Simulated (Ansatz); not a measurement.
`C[O][GeH2][OH]` + HCl → `C[O][GeH2][Cl]` + H₂O at 600 K and 1 bar (ligand exchange at a Ge–O bond).

Isolated molecules relaxed with PBE0-D4/def2-TZVP in Ansatz; ΔE leaves out vibrations. CCSD(T)/CBS is the MP2 limit (def2-TZVPP, def2-QZVPP) plus CCSD(T) − MP2 in def2-TZVPP, frozen cores. This one scheme is used for every species. For Ge outer-core shells are correlated without core-valence functions, which leaves a few kJ/mol of doubt a bond. Scalar relativity is left out up to krypton. Each species was taken in one conformer, which may not be the lowest.

| species | CCSD(T)/CBS energy (Eh) | H − E (kJ/mol) | S (J/(mol·K)) |
| --- | --- | --- | --- |
| `C[O][GeH2][OH]` | -2268.14728 | 245.3 | 429.6 |
| HCl | -460.38127 | 35.4 | 207.2 |
| `C[O][GeH2][Cl]` | -2652.16457 | 209.1 | 431.7 |
| H₂O | -76.37941 | 76.8 | 212.8 |

H − E and S are ideal-gas, rigid-rotor, harmonic terms from PBE0-D4/def2-TZVP, for one conformer and one mirror image of each species. 1 Eh = 2625.50 kJ/mol, R = 8.31446 J/(mol·K).

Question: By hand: ΔE, ΔH, ΔS and ΔG.

Answer: ΔE = (-2652.16457) + (-76.37941) − (-2268.14728) − (-460.38127) = -0.01543 Eh = -40.5 kJ/mol. Δ(H − E) = 209.1 + 76.8 − 245.3 − 35.4 = 5.2, so ΔH = -35.3 kJ/mol. ΔS = 431.7 + 212.8 − 429.6 − 207.2 = 7.7 J/(mol·K). ΔG = -35.3 − 600 × (7.7)/1000 = -39.9 kJ/mol.

Question: By hand: the equilibrium constant, and the temperature at which ΔG would vanish if ΔH and ΔS stayed fixed.

Answer: log₁₀ K = −ΔG/(RT ln 10) = 3.5. ΔH and −TΔS have one sign here, so there is no such temperature.

The number of gas molecules stays the same, so ΔS is small and ΔH decides. A doubt of 5 kJ/mol in ΔE shifts log₁₀ K by 0.4 here. Other conformers and mirror images would add mixing entropy, several J/(mol·K) or more a flexible species. Modes under 60 cm⁻¹, often nearly free rotors, make the harmonic entropy too high. These are equilibria of isolated gas molecules and say nothing of rates. Largest T1 diagnostic: 0.012 (customary marks: 0.02 for closed shells, 0.045 for open ones).

ΔS is within the doubt of such terms, so its sign, and with it that verdict, could turn.
